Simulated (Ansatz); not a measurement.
CH3FGaISi, SMILES `[F][Ga]1[SiH2][CH]1I`, relaxed with RKS PBE-D4/def2-SVP in Ansatz from a rough embedded geometry. The force threshold is 0.03 eV/Å; the program also tests the step.

Total charge 0; spin multiplicity 1. I takes the def2 core potential.

Start:

```xyz
8

F     1.871   -1.185    0.809
Ga    1.203    0.023    1.117
Si   -0.966   -0.035    0.576
C     0.457    0.446   -0.384
I     0.113    0.066   -2.485
H    -1.215   -1.488    0.547
H    -2.187    0.674    0.080
H     0.723    1.499   -0.261
```

(1) How much energy does the relaxation release, and in how many steps? (Estimate.)

(2) Which bonds change most? (Estimate.)

(3) Give the relaxed structure. (Best estimate.)

## Answers

(1) The calculation gave: 542.28 kJ/mol, in 12 steps.

(2) Computed: F1–Ga2 from 1.414 to 1.766 Å; Ga2–C4 from 1.729 to 2.019 Å; Si3–C4 from 1.783 to 1.918 Å; Ga2–Si3 from 2.236 to 2.369 Å.

(3) The calculation gave: 
```xyz
8

F     2.698   -1.047    1.578
Ga    1.139   -0.475    0.977
Si   -1.136   -0.049    0.475
C     0.343    0.397   -0.662
I     0.270    0.237   -2.822
H    -1.686   -1.406    0.128
H    -2.278    0.896    0.765
H     0.650    1.448   -0.439
```
